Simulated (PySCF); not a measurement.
A structure optimised at PBE-D3(BJ)/def2-TZVP, used in a PySCF frequency run:

```
Zn
O 1 1.7947
H 2 0.9705 1 114.17
C 1 1.9237 3 162.50 2 179.87
H 4 1.0985 1 110.48 3 103.35
H 4 1.0986 5 108.55 1 121.10
H 4 1.0987 5 108.68 6 117.79
```

Problem. Write its SMILES and formula.

Solution. [CH3][Zn][OH], CH4OZn

Problem. What are its rotational constants (standard atomic weights)?

Solution. 127.64, 4.2642, 4.2375 GHz
